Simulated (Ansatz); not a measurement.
The cluster K₃S₂, relaxed as a doublet with UKS r2SCAN-D4/def2-SVP in Ansatz, starting from the GFN2-xTB geometry. Force threshold 0.02 eV/Å.

The structure comes from a short search, and lower isomers may exist.

Start:

```xyz
5

K    -1.0443   -0.6825   -2.0279
K    -1.1819   -0.0521    2.0426
K     2.2379    0.7477   -0.0025
S     0.5894   -1.8058    0.2893
S    -0.6012    1.7927   -0.3015
```

Problem. Estimate the energy that the relaxation releases and the steps that it takes.

Solution. 7.8 kJ/mol, in 5 steps; 27 s on 4 threads of Arm Neoverse V1 on a shared host. No frequencies were taken in this run, so the end may be a saddle point.

Problem. Does the start keep its bonding and symmetry?

Solution. By distances, no bond broke or formed. The bond that changes most is K3–S4, from 3.05 to 2.96 Å (atoms count from 1). Point group Cs at the start, D3h at the end, both within 0.05 Å.

Problem. Predict the relaxed structure.

Solution. 
```xyz
5

K    -1.0537   -0.6866   -2.0366
K    -1.2174   -0.0638    2.0594
K     2.2720    0.7514   -0.0219
S     0.5411   -1.6315    0.2689
S    -0.5421    1.6305   -0.2699
```
Bond lengths (bridged metal pairs left out): 6 × K–S 2.96 Å.
